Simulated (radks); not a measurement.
Task: The antimony ion Sb3+, [Kr] 4d10 5s2. Calculated with a radial shooting solver on a logarithmic mesh with Libxc functionals: non-relativistic Kohn-Sham, r2SCAN, spin-polarised, spherical densities, point nucleus; meta-GGA in the generalised Kohn-Sham scheme. Every spin shell is full or empty, so the densities are truly spherical. Functionals are evaluated on that one density, not self-consistently. Rank these orbital-free kinetic functionals by their error against the exact value of the orbitals, and give that value: Thomas-Fermi, von Weizsacker, TF + vW, TF + vW/9, TF + vW/5, LC94, APBEK, revAPBEK, Perdew 92, Thakkar, LKT, DePristo-Kress, Ernzerhof.

Result: Exact: 6311.81 hartree. From best to worst, with 100 (|E| - |E exact|)/|E exact| (equal figures are ties): DePristo-Kress -0.08, LC94 +0.08, APBEK +0.14, revAPBEK +0.31, Ernzerhof -0.38, Thakkar -0.56, Perdew 92 -0.65, TF + vW/9 -0.66, TF + vW/5 +3.01, Thomas-Fermi -5.25, LKT +19.08, TF + vW +36.08, von Weizsacker -58.67.
